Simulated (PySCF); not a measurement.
# Scandium: a sound run and one with changed settings

Sound run: Sc⁺ [Ar] 3d1 4s1, Sc²⁺ [Ar] 3d1. Calculation: PySCF 2.14, in x2c-SVPall; the spin-free X2C one-electron Hamiltonian (Gaussian nucleus). In the sound run the correlated levels freeze [Ar]. The sound run starts from symmetry-adapted Hartree-Fock orbitals and uses a fine grid where one is needed.

Changed run: all electrons correlated in a basis built for the valence shell.

```
species  method  sound run (hartree)  changed run (hartree)  converged
    Sc⁺     MP2           -762.96520             -763.10158        yes
   Sc²⁺     MP2                  n/a             -762.64172        yes
```

Ionisation energy of Sc⁺:

```tsv
method	sound run (eV)	changed run (eV)
UHF	12.177	12.177
MP2	12.222	12.514
SCS-MP2	12.192	12.446
```

A valence basis has no tight correlating functions, so it recovers only part of the core correlation, and not evenly between atom and ion.

For comparison, NIST gives 12.800 eV between the lowest levels.
